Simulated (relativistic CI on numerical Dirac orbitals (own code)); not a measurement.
Slater and spin-orbit integrals, Sm11+

Method of calculation: Dirac-Coulomb-Breit CI, orbitals from a KLI potential per configuration, a model potential for QED, unscaled Slater integrals (own radial code, finite nucleus).

Slater integrals F^k, G^k are unscaled and averaged over j, outside the closed core [Kr] 4d10; ζ comes from projecting the Hamiltonian with its Breit term on Σ l·s of the shell.

- 4f3 5s2: F^2(4f,4f) = 134850, F^4(4f,4f) = 86008, F^6(4f,4f) = 62294, ζ(4f) = 1432.8 cm⁻¹; <r>(4f) = 0.7387, <r^2>(4f) = 0.65 (bohr units).
- 4f2 5s2 5p: F^2(4f,4f) = 138690, F^4(4f,4f) = 88626, F^6(4f,4f) = 64243, ζ(4f) = 1543.4, F^2(4f,5p) = 64757, G^2(4f,5p) = 26450, G^4(4f,5p) = 22616, ζ(5p) = 34507 cm⁻¹; <r>(4f) = 0.7216, <r^2>(4f) = 0.6183, <r>(5p) = 1.302, <r^2>(5p) = 1.889 (bohr units).
- 4f3 5s 5p: F^2(4f,4f) = 135270, F^4(4f,4f) = 86301, F^6(4f,4f) = 62513, ζ(4f) = 1457.5, G^3(4f,5s) = 31098, F^2(4f,5p) = 64655, G^2(4f,5p) = 27204, G^4(4f,5p) = 23076, G^1(5s,5p) = 106110, ζ(5p) = 33144 cm⁻¹; <r>(4f) = 0.7369, <r^2>(4f) = 0.6464, <r>(5s) = 1.212, <r^2>(5s) = 1.634, <r>(5p) = 1.313, <r^2>(5p) = 1.924 (bohr units).

Averages of the first 10 configurations, taken without configuration mixing, which lowers the lowest level and can move excited configurations by several eV; other configurations of the list can lie among them:

```json
{"Configuration": "4f3 5s2", "Parity": "odd", "States": "364", "Average energy above the lowest level (eV)": "5.3"}
{"Configuration": "4f2 5s2 5p", "Parity": "odd", "States": "546", "Average energy above the lowest level (eV)": "14.6"}
{"Configuration": "4f3 5s 5p", "Parity": "even", "States": "4368", "Average energy above the lowest level (eV)": "30.0"}
{"Configuration": "4f5", "Parity": "odd", "States": "2002", "Average energy above the lowest level (eV)": "46.2"}
{"Configuration": "4f4 5s", "Parity": "even", "States": "2002", "Average energy above the lowest level (eV)": "23.6"}
{"Configuration": "4f2 5s 5p2", "Parity": "even", "States": "2730", "Average energy above the lowest level (eV)": "41.2"}
{"Configuration": "4f 5s2 5p 5d", "Parity": "even", "States": "840", "Average energy above the lowest level (eV)": "70.9"}
{"Configuration": "4f2 5s2 5d", "Parity": "even", "States": "910", "Average energy above the lowest level (eV)": "56.0"}
{"Configuration": "4f 5s2 5p 6s", "Parity": "even", "States": "168", "Average energy above the lowest level (eV)": "100.9"}
{"Configuration": "4f2 5s2 6s", "Parity": "even", "States": "182", "Average energy above the lowest level (eV)": "84.3"}
```
